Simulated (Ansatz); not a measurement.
Isolated molecules relaxed with PBE0-D4/def2-TZVP in Ansatz; ΔE leaves out vibrations. CCSD(T)/CBS adds triple-zeta CCSD(T) − MP2 to the extrapolated MP2 energy (def2 sets, frozen cores). This one scheme is used for every species. Functionals use def2-TZVPP. HSE06 is defined as in plane-wave codes. For Ge outer-core shells are correlated without core-valence functions, which leaves a few kJ/mol of doubt a bond. Scalar relativity is left out up to krypton. Each species was taken in one conformer, which may not be the lowest.

Consider the formal exchange of groups at the Si–Si bond: `[SiH3][SiH2][SiH2][SiH2][GeH3]` + SiH₄ → `[SiH3][SiH2][SiH2][GeH3]` + `[SiH3][SiH3]`.

| level | ΔE (kJ/mol) | difference from CCSD(T)/CBS |
| --- | --- | --- |
| r2SCAN-D4 | 8.1 | -1.3 |
| B97M-V | 7.8 | -1.6 |
| r2SCANh-D4 | 8.3 | -1.1 |
| r2SCAN0-D4 | 8.5 | -0.9 |
| ωB97M-V | 9.2 | -0.2 |
| PBE-QIDH | 7.6 | -1.8 |
| revPBE | 0.3 | -9.1 |
| HSE06 | 3.6 | -5.8 |
| CAM-B3LYP | 1.7 | -7.7 |
| LC-ωPBE | 3.7 | -5.7 |
| RPA@PBE/def2-TZVPP | 9.1 | -0.3 |
| MP2/def2-TZVPP | 11.7 | 2.3 |
| CCSD/def2-TZVPP | 7.3 | -2.1 |
| CCSD(T)/def2-TZVPP | 9.3 | -0.1 |
| SCS-MP2/def2-QZVPP | 9.0 | -0.4 |
| MP2/CBS(def2) | 11.9 | 2.5 |
| CCSD(T)/CBS | 9.4 | 0 |

Largest T1 diagnostic among the species: 0.013.

The D4 term adds +9.4 kJ/mol with B3LYP and +5.8 kJ/mol with PBE0; it sums over pairs of atoms, weighted by their polarisabilities, and B3LYP, whose exchange is more repulsive, gets the larger term. In def2-TZVPP, CCSD(T) changes the Hartree–Fock value by +9.5 kJ/mol (the triples alone add +2.0 kJ/mol) and MP2 by +11.9 kJ/mol.

B3LYP here is the variant with VWN-RPA as its local correlation; programs differ in this.
